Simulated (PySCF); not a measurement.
## Assigning NMR signals

Geometry:
```tsv
atom	x (Å)	y (Å)	z (Å)
C1	-0.079	1.777	0.070
C2	-0.406	0.492	0.223
C3	-1.758	0.169	0.654
C4	-2.378	-0.993	0.850
Cl5	-1.737	-2.578	0.644
C6	0.559	-0.635	-0.040
C7	1.983	-0.213	-0.408
O8	2.077	0.513	-1.611
H9	0.888	2.090	-0.275
H10	-0.791	2.560	0.270
H11	-2.373	1.042	0.842
H12	-3.407	-1.024	1.173
H13	0.155	-1.259	-0.844
H14	0.621	-1.259	0.855
H15	2.402	0.435	0.364
H16	2.605	-1.119	-0.469
H17	1.634	0.014	-2.307
```

All values are calculated (PySCF 2.14.0 with density-fitted response routines): shieldings: GIAO PBE0/pcSseg-1, geometry: GFN2-xTB. Non-relativistic Hamiltonian, single conformer, isolated molecule, equivalent nuclei averaged.

δ = σ(ref) − σ, references computed at the same level: 13C, 1H against TMS.

**Question.** Assign these signals to the numbered atoms. 13C{1H} NMR (computed): δ 149.7 (C), 140.8 (CH), 129.3 (CH2), 127.1 (CH), 64.5 (CH2), 43.1 (CH2).

**Answer.** 
| δ (ppm) | atoms | environment | reason |
| --- | --- | --- | --- |
| 149.7 | C2 | fully substituted alkene carbon | as expected for a trigonal carbon in a double bond |
| 140.8 | C3 | alkene CH | an sp2 carbon of a C=C bond |
| 129.3 | C1 | terminal =CH2 carbon | an sp2 carbon of a C=C bond |
| 127.1 | C4 | alkene CH | an sp2 carbon of a C=C bond |
| 64.5 | C7 | sp3 CH2 bonded to O | deshielded by the electronegative neighbour |
| 43.1 | C6 | allylic sp3 CH2 | saturated and bonded to C and H only |

**Question.** Assign these signals to the numbered atoms. 1H NMR (400 MHz, computed): δ 6.40 (d, 1H), 6.19 (br s, 1H), 6.01 (d, 1H), 5.59 (br s, 1H), 4.25 (t, 2H), 2.85 (t, 2H), -0.20 (br s, 1H).

**Answer.** 
| δ (ppm) | atoms | environment | reason |
| --- | --- | --- | --- |
| 6.40 | H11 | hydrogen on an alkene CH | attached to an sp2 carbon and in the plane of the double bond |
| 6.19 | H9 | hydrogen on a terminal =CH2 carbon | a vinylic proton, deshielded by the sp2 carbon and the C=C anisotropy |
| 6.01 | H12 | hydrogen on an alkene CH | attached to an sp2 carbon and in the plane of the double bond |
| 5.59 | H10 | hydrogen on a terminal =CH2 carbon | a vinylic proton, deshielded by the sp2 carbon and the C=C anisotropy |
| 4.25 | H15/H16 | hydrogen on an sp3 CH2 bonded to O | its carbon carries O, which withdraws density |
| 2.85 | H13/H14 | hydrogen on an allylic sp3 CH2 | allylic position |
| -0.20 | H17 | hydrogen on an alcohol oxygen | exchangeable, gas-phase position |

OH/NH shifts are gas-phase values; hydrogen bonding in solution moves them, usually downfield. Carbons that carry Cl, above all several Cl atoms, come out too deshielded, partly because spin–orbit coupling is missing. Shifts are as computed. Against solution values, carbons near 30 ppm lie about +3 ppm off and those near 130 ppm about +5 ppm; carbons on Cl a further +6 ppm. Of 1211 compounds with measured shifts, 218 miss one by over three times the rms of a fit or turn the order of signals round; such compounds aren't used in these exercises. Multiplicities follow the n + 1 count of equivalent neighbours, as no J values were calculated; m marks all less simple cases, F and P coupling included.
